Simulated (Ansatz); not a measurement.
Consider the formal hydrolysis of the Si–Si bond: `O[Si](O)([SiH3])Cl` + H₂O → `O[Si](O)(O)Cl` + SiH₄.

Computed with Ansatz on PBE0-D4/def2-TZVP structures; ΔE is electronic, products minus reactants. CCSD(T)/CBS is the MP2 limit (def2-TZVPP, def2-QZVPP) plus CCSD(T) − MP2 in def2-TZVPP, frozen cores. This one scheme is used for every species. DFT in def2-TZVPP. B3LYP here is the variant with VWN-RPA as its local correlation; programs differ in this. HSE06 is defined as in plane-wave codes. Each species was taken in one conformer, which may not be the lowest.

`O[Si](O)([SiH3])Cl`:

Z-matrix (Å, degrees):
```
Si
O 1 1.627
Si 1 2.331 2 107.6
O 1 1.638 2 108.5 3 124.7
Cl 1 2.073 2 111.1 3 -118.5
H 2 0.960 1 118.3 3 -173.4
H 3 1.485 1 109.9 2 -61.0
H 3 1.487 1 108.4 2 179.7
H 3 1.486 1 110.4 2 60.1
H 4 0.959 1 117.6 2 148.8
```

H₂O:

Z-matrix (Å, degrees):
```
O
H 1 0.960
H 1 0.960 2 105.1
```

`O[Si](O)(O)Cl`:

Z-matrix (Å, degrees):
```
Si
O 1 1.620
O 1 1.620 2 109.6
O 1 1.620 2 109.6 3 120.3
Cl 1 2.059 2 109.4 3 -119.9
H 2 0.958 1 118.2 3 65.2
H 3 0.958 1 118.2 2 -174.4
H 4 0.958 1 118.2 2 65.4
```

SiH₄:

Cartesian coordinates in Å:
```
Si 0.000 0.000 0.000
H -1.020 -1.076 0.074
H -0.189 0.940 1.133
H -0.148 0.734 -1.282
H 1.357 -0.598 0.074
```

```json
{"level": "revPBE-D4", "ΔE (kJ/mol)": "-99.5", "difference from CCSD(T)/CBS": "19.6"}
{"level": "B3LYP-D4", "ΔE (kJ/mol)": "-119.2", "difference from CCSD(T)/CBS": "-0.1"}
{"level": "HSE06-D4", "ΔE (kJ/mol)": "-107.5", "difference from CCSD(T)/CBS": "11.6"}
{"level": "BHLYP-D4", "ΔE (kJ/mol)": "-129.6", "difference from CCSD(T)/CBS": "-10.5"}
{"level": "ωB97X-V", "ΔE (kJ/mol)": "-121.1", "difference from CCSD(T)/CBS": "-2.0"}
{"level": "BLYP", "ΔE (kJ/mol)": "-117.6", "difference from CCSD(T)/CBS": "1.5"}
{"level": "r2SCAN", "ΔE (kJ/mol)": "-122.9", "difference from CCSD(T)/CBS": "-3.8"}
{"level": "CCSD(T)/def2-SVP", "ΔE (kJ/mol)": "-124.0", "difference from CCSD(T)/CBS": "-4.9"}
{"level": "CCSD(T)/def2-TZVPP", "ΔE (kJ/mol)": "-124.8", "difference from CCSD(T)/CBS": "-5.7"}
{"level": "SCS-MP2/def2-QZVPP", "ΔE (kJ/mol)": "-129.2", "difference from CCSD(T)/CBS": "-10.1"}
{"level": "CCSD(T)/CBS", "ΔE (kJ/mol)": "-119.1", "difference from CCSD(T)/CBS": "0"}
```

Largest T1 diagnostic among the species: 0.012.

From r2SCAN to r2SCAN0 (25 % exact exchange), in def2-TZVPP and without D4, ΔE moves by −3.7 kJ/mol. Leaving LDA and LC-ωPBE aside and taking each functional with its dispersion term where it has one, the values, not all of them listed here, spread over 31.2 kJ/mol, from BHLYP-D4 to PBE-D4. LDA lies −7.5 kJ/mol from PBE without D4. The D4 term adds +5.3 kJ/mol with B3LYP and +3.3 kJ/mol with PBE0; it sums over pairs of atoms, weighted by their polarisabilities, and B3LYP, whose exchange is more repulsive, gets the larger term.

CCSD(T)/CBS has its own doubt, a few kJ/mol and more with outer-core shells, so smaller differences from it don't rank the levels.
